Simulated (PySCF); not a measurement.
Numbering as in the mapped SMILES `[CH2:1]=[C:2]([SiH2:3][NH2:4])[C:5](=[O:6])[CH2:7][CH2:8][C:9]#[N:10]` (H(Xn): hydrogen on atom n). Ha(C1) is cis to Si3; Hb(C1) is trans to Si3.

Computed data (PySCF 2.14): σ from GIAO-PBE0/pcSseg-1, GFN2-xTB geometry. Isolated molecule, non-relativistic Hamiltonian, fast rotation and ring inversion assumed for equivalent nuclei, single conformer.

Shifts are taken against calculated references (same method and geometry level): ¹³C (σ = 186.93 ppm), ¹H (σ = 31.72 ppm), ²⁹Si (σ = 349.16 ppm) against TMS; NH3 for ¹⁵N (σ = 267.73 ppm); ¹⁷O (σ = 336.08 ppm) against H2O.

```json
{"atoms": "Hb(C1)", "nucleus": "¹H", "count": "1", "Hirshfeld charge": "0.05", "δ (ppm)": "6.80"}
{"atoms": "H(C7)", "nucleus": "¹H", "count": "2", "Hirshfeld charge": "0.06", "δ (ppm)": "?"}
{"atoms": "C8", "nucleus": "¹³C", "count": "1", "Hirshfeld charge": "-0.04", "δ (ppm)": "13.3"}
{"atoms": "C7", "nucleus": "¹³C", "count": "1", "Hirshfeld charge": "-0.06", "δ (ppm)": "?"}
{"atoms": "Ha(C1)", "nucleus": "¹H", "count": "1", "Hirshfeld charge": "0.06", "δ (ppm)": "6.40"}
{"atoms": "N4", "nucleus": "¹⁵N", "count": "1", "Hirshfeld charge": "-0.32", "δ (ppm)": "6.3"}
{"atoms": "C1", "nucleus": "¹³C", "count": "1", "Hirshfeld charge": "-0.06", "δ (ppm)": "142.4"}
{"atoms": "H(C8)", "nucleus": "¹H", "count": "2", "Hirshfeld charge": "0.07", "δ (ppm)": "2.73"}
{"atoms": "C9", "nucleus": "¹³C", "count": "1", "Hirshfeld charge": "0.09", "δ (ppm)": "125.2"}
{"atoms": "C5", "nucleus": "¹³C", "count": "1", "Hirshfeld charge": "0.17", "δ (ppm)": "?"}
{"atoms": "N10", "nucleus": "¹⁵N", "count": "1", "Hirshfeld charge": "-0.23", "δ (ppm)": "?"}
{"atoms": "Si3", "nucleus": "²⁹Si", "count": "1", "Hirshfeld charge": "0.37", "δ (ppm)": "-45.0"}
{"atoms": "H(Si3)", "nucleus": "¹H", "count": "2", "Hirshfeld charge": "-0.09", "δ (ppm)": "?"}
{"atoms": "O6", "nucleus": "¹⁷O", "count": "1", "Hirshfeld charge": "-0.21", "δ (ppm)": "634.8"}
{"atoms": "C2", "nucleus": "¹³C", "count": "1", "Hirshfeld charge": "-0.09", "δ (ppm)": "160.1"}
{"atoms": "H(N4)", "nucleus": "¹H", "count": "2", "Hirshfeld charge": "0.11", "δ (ppm)": "0.50"}
```

Q: Fill in the missing shifts.

A: 
- C5: 214.6 ppm, ketone carbonyl carbon; low-lying n→π* states of the double bond to the heteroatom give a large paramagnetic term (-281 ppm)
- C7: 44.9 ppm, sp3 CH2 α to a carbonyl; the adjacent C=O deshields it moderately
- H(Si3): 5.20 ppm, hydrogen on a silicon bonded to C, N
- H(C7): 2.87 ppm, hydrogen on an sp3 CH2 α to a carbonyl; α to C=O
- N10: 297.5 ppm, nitrile nitrogen

OH and NH positions are those of a molecule without intermolecular hydrogen bonds; in solution they move with solvent, concentration and temperature, and exchange usually removes their couplings. Shifts are as computed. Against solution values, carbons near 30 ppm lie about +3 ppm off and those near 130 ppm about +5 ppm. Of 1309 compounds with measured shifts, 239 miss one by over three times the rms of a fit or turn the order of signals round; such compounds aren't used in these exercises. Unscaled 17O shifts of doubly bonded oxygen tend to come out too high, by tens of ppm or more. Experimental scales use liquid or dissolved standards, which lie at an offset from isolated NH3 (liquid NH3: subtract about 20 ppm) and H2O (liquid H2O: subtract about 36 ppm). Unscaled 15N shifts of sp2 nitrogen come out 20 to 40 ppm too high even then.
